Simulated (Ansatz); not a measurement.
Ansatz (a quantum-chemistry and plane-wave program) input (CCSD(T)/aug-cc-pVDZ):

Ansatz 0.2 input:
```yaml
crystal:
  periodic: [false, false, false]
  atoms:
    - {symbol: B, position_ang: [-0.01069859, -0.00058005, -0.00039487]}
    - {symbol: F, position_ang: [0.52321272, 1.21310433, 0.03139084]}
    - {symbol: F, position_ang: [0.66500112, -0.96480943, -0.61096262]}
    - {symbol: N, position_ang: [-1.21669470, -0.28829682, 0.70891253]}
    - {symbol: H, position_ang: [-2.12356873, -0.21367615, 0.25573275]}
basis:
  gaussian:
    orbitals: aug-cc-pVDZ
magnetization: {spin_polarized: true, initial_magnetization: 1}
correlation: {method: ccsd_t, electrons: outside_noble_gas}
output: {forces: true}
```

End of the output:

```
mean field -7584.79770015 eV, -278.7361743200 hartree, gradient 1.1e-6 eV, S^2 0.759421; 5 other end points of the search recorded, 0 dependent functions left out
determinant -7584.79770015 eV, -278.7361743200 hartree, with singles and doubles -7602.12172364 eV, -279.3728204406 hartree
determinant -7583.19393357 eV, -278.6772369854 hartree, with singles and doubles -7600.53687879 eV, -279.3145784667 hartree
4 core orbitals not correlated
reference -7584.79770015 eV, -278.7361743200 hartree; 12, 11 occupied and 85, 86 virtual orbitals, 961 factors
densities: 1.54 GiB planned
second order -16.81536648 eV of doubles, -0.00000000 eV of singles
coupled cluster: 0.97 GiB planned
cycle   1  -17.29972101 eV  change   -5.5e-1 eV  update   3.8e-2
cycle   2  -17.35740331 eV  change   -5.8e-2 eV  update   9.0e-3
cycle   3  -17.36064663 eV  change   -3.2e-3 eV  update   5.3e-3
cycle   4  -17.36294598 eV  change   -2.3e-3 eV  update   1.2e-3
cycle   5  -17.36306064 eV  change   -1.1e-4 eV  update   5.2e-4
cycle   6  -17.36330467 eV  change   -2.4e-4 eV  update   2.2e-4
cycle   7  -17.36340577 eV  change   -1.0e-4 eV  update   1.0e-4
cycle   8  -17.36342038 eV  change   -1.5e-5 eV  update   3.4e-5
cycle   9  -17.36342572 eV  change   -5.3e-6 eV  update   1.4e-5
cycle  10  -17.36342519 eV  change    5.2e-7 eV  update   5.0e-6
cycle  11  -17.36342534 eV  change   -1.5e-7 eV  update   2.4e-6
cycle  12  -17.36342543 eV  change   -9.3e-8 eV  update   1.0e-6
cycle  13  -17.36342550 eV  change   -7.0e-8 eV  update   4.0e-7
perturbative correction -0.44169741 eV, -0.0162320804 hartree
the calculation of the forces begins
Total energy: -7602.60282306 eV, -279.3905005182 hartree
Atom 0 at    -0.010699    -0.000580    -0.000395 Å, force    -0.451353    -0.050078     0.070164 eV/Å
Atom 1 at     0.523213     1.213104     0.031391 Å, force     0.456328     1.030099     0.032797 eV/Å
Atom 2 at     0.665001    -0.964809    -0.610963 Å, force     0.576849    -0.821144    -0.513208 eV/Å
Atom 3 at    -1.216695    -0.288297     0.708913 Å, force    -0.283649    -0.207358     0.640440 eV/Å
Atom 4 at    -2.123569    -0.213676     0.255733 Å, force    -0.298175     0.048481    -0.230192 eV/Å
Dipole moment:    -0.362030     0.014950    -0.130599 e Å
```

It need not be the lowest isomer of its formula.
